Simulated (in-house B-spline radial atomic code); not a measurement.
## HSE06 excitations of the aluminium ion Al⁹⁺

Method: HSE06. Computed with an all-electron radial atomic-structure program (B-spline basis): linear response of the closed shell [He] 2s2 with the functional's adiabatic kernel; non-relativistic, point nucleus, no spin-orbit coupling, no double excitations, S, P, D and F terms only.

Command:
```bash
python run_td.py task.json out
```
Settings (radii: box in bohr, nucleus in fm):
```
Z                        13
electrons                4
configuration            [He] 2s2
hamiltonian              nr
method                   hse06
box_radius               10.59
intervals                48
```

Run time, properties included: 0.2 s on 1 thread of Arm Neoverse N1, with other jobs on the host.

The lowest states, in the order of their Tamm-Dancoff energies; the method's threshold (minus the highest occupied level) is 381.50 eV. Labels give the largest channel, * marks a mixed state, and oscillator strengths are full-response dipole values. Semilocal kernels can invert the small singlet-triplet splittings of Rydberg terms. Energies in eV:

| state | full response | Tamm-Dancoff | oscillator strength |
| --- | --- | --- | --- |
| 2s → 2p 3P | 14.286 | 16.608 | - |
| 2s → 2p 1P | 33.55 | 35.07 | 0.272 |
| 2s → 3s 3S | 225.91 | 225.93 | - |
| 2s → 3s 1S | 229.79 | 229.82 | - |
| 2s → 3p 3P | 233.49 | 233.51 | - |
| 2s → 3p 1P | ? | ? | ? |
| 2s → 3d 3D | 237.54 | 237.59 | - |
| 2s → 3d 1D | 240.85 | 240.85 | - |
| 2s → 4s 3S | ? | ? | - |
| 2s → 4s 1S | 300.64 | 300.65 | - |

(1) Where does 2s → 4s 3S lie?

(2) Where does 2s → 3p 1P lie?

(3) How large is the singlet-triplet splitting of 2s → 2p (P terms) in Tamm-Dancoff?

(4) What polarisabilities and dispersion coefficient does the method give?

Results:

(1) At 299.50 eV in full response, 299.50 eV in Tamm-Dancoff.

(2) At 234.71 eV in full response, 234.71 eV in Tamm-Dancoff, oscillator strength 0.589.

(3) 18.5 eV, from the unrounded values.

(4) Dipole 0.1907 bohr³, quadrupole 0.01509 bohr⁵, C6 0.03784 hartree·bohr⁶ for two such species.
